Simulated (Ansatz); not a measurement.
Cost and result up the ladder for trans-PtH2(AsH3)2 (As₂PtH₈) (11 atoms). Total charge 0; singlet. Geometry: r2SCAN-D4/def2-SVP.

```xyz
11

Pt   -0.0495   -0.0034   -0.0131
H    -1.6275   -0.3213   -0.3870
As    0.6113   -0.3622   -2.2354
H     1.9385   -1.0236   -2.5217
H     0.8035    0.8764   -3.0785
H    -0.2348   -1.1524   -3.2073
H     1.5338    0.3170    0.3610
As   -0.6234    0.3612    2.2324
H     0.1467    1.3621    3.0612
H    -0.4802   -0.8305    3.1496
H    -2.0184    0.7767    2.6389
```

Ansatz on 4 threads of Arm Neoverse V1 on a shared host. Times are rough, and most runs start from the orbitals of an earlier one. CAM-B3LYP-D4/def2-TZVP serves as the yardstick here, not as an exact answer. Differences are given only for rows in sets of like size (and for xTB, whose basis is part of the method), since another set adds its own error. Binding counts from free atoms at the same level (Pt triplet, H doublet, As quartet; other spins of the atoms weren't run), without zero-point energy or a counterpoise term.

In the def2 sets Pt takes a core potential; there is no spin–orbit coupling. HSE06 is defined as in plane-wave codes, on full-range PBE exchange. Correlated methods freeze 18 core orbitals; core or outer-core shells of Pt, As are correlated, in sets that lack core-valence functions. The rows differ in basis, and correlated rows in double-zeta sets carry the largest basis error.

Correlated methods converge slowly with the basis, most of all in double-zeta sets.

```
                           level  functions  wall time
                 PBE-D4/def2-SVP        136      1.6 s
             revPBE-D4/def2-TZVP        184      2.3 s
                PBE-D4/def2-TZVP        184      2.3 s
                PBE0-D4/def2-SVP        136      2.6 s
                   MP2/def2-TZVP        184        3 s
               PBE-D4/def2-TZVPD        223      3.6 s
               PBE0-D4/def2-TZVP        184      3.6 s
          CAM-B3LYP-D4/def2-TZVP        184      4.1 s
             r2SCAN-D4/def2-TZVP        184        5 s
HSE06-D4/def2-TZVP (with forces)        184      5.5 s
              PBE0-D4/def2-TZVPD        223      5.5 s
            r2SCAN-D4/def2-TZVPD        223        7 s
                CCSD(T)/def2-SVP        136       38 s
```

**Question.** Estimate what each level gives for the binding energy per atom (eV).

**Answer.** 
```
                           level  binding energy per atom (eV)  difference from CAM-B3LYP-D4/def2-TZVP (eV)                         remarks
                 PBE-D4/def2-SVP                          2.56                                            –                               –
             revPBE-D4/def2-TZVP                          2.53                                        -0.05                               –
                PBE-D4/def2-TZVP                          2.59                                         0.00                               –
                PBE0-D4/def2-SVP                          2.51                                            –                               –
                   MP2/def2-TZVP                          2.47                                        -0.11  test for broken spin undecided
               PBE-D4/def2-TZVPD                          2.59                                         0.01                               –
               PBE0-D4/def2-TZVP                          2.55                                        -0.04                               –
          CAM-B3LYP-D4/def2-TZVP                          2.59                                         0.00                               –
             r2SCAN-D4/def2-TZVP                          2.61                                         0.02                               –
HSE06-D4/def2-TZVP (with forces)                          2.54                                        -0.05                               –
              PBE0-D4/def2-TZVPD                          2.55                                        -0.04                               –
            r2SCAN-D4/def2-TZVPD                          2.61                                         0.02                               –
                CCSD(T)/def2-SVP                          2.38                                            –                               –
```
